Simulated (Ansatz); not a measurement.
GaH6NOSi (`[NH2][GaH][SiH2]O`). Charge 0, multiplicity 1. The geometry is a stationary point of PBE0-D4/def2-TZVP. It is one conformer, not always the lowest.

```xyz
10

N    -0.411   -0.946    2.095
Ga   -0.653    0.386    0.881
Si    0.646    0.248   -1.139
O    -0.311    0.798   -2.378
H     0.194   -1.738    1.956
H    -0.882   -0.989    2.983
H    -1.671    1.497    1.310
H     1.897    1.063   -1.043
H     1.107   -1.149   -1.412
H     0.083    0.831   -3.252
```

Task: What is the dipole moment at r2SCAN/def2-TZVPP? (An estimate is asked.)

Result: Ansatz gave: 1.24 D, with components (0.85, -0.90, -0.13) D in this frame, pointing from negative to positive charge.

Task: And with PBE, B3LYP, ωB97M-V? (An estimate is asked.)

Result: Ansatz gave: PBE 1.23 D, B3LYP 1.24 D, ωB97M-V 1.19 D.

Task: Give the Mulliken charges with r2SCAN, B3LYP, ωB97M-V in def2-TZVPP. (Estimate.)

Result: Ansatz gave: 
| atom | r2SCAN | B3LYP | ωB97M-V |
| --- | --- | --- | --- |
| N1 | -0.44 | -0.39 | -0.37 |
| Ga2 | 0.28 | 0.24 | 0.23 |
| Si3 | 0.33 | 0.34 | 0.26 |
| O4 | -0.42 | -0.40 | -0.39 |
| H5 | 0.16 | 0.14 | 0.12 |
| H6 | 0.16 | 0.14 | 0.12 |
| H7 | -0.07 | -0.06 | -0.03 |
| H8 | -0.10 | -0.10 | -0.06 |
| H9 | -0.10 | -0.10 | -0.06 |
| H10 | 0.20 | 0.18 | 0.17 |

B3LYP here is the variant with VWN-RPA as its local correlation; programs differ in this.
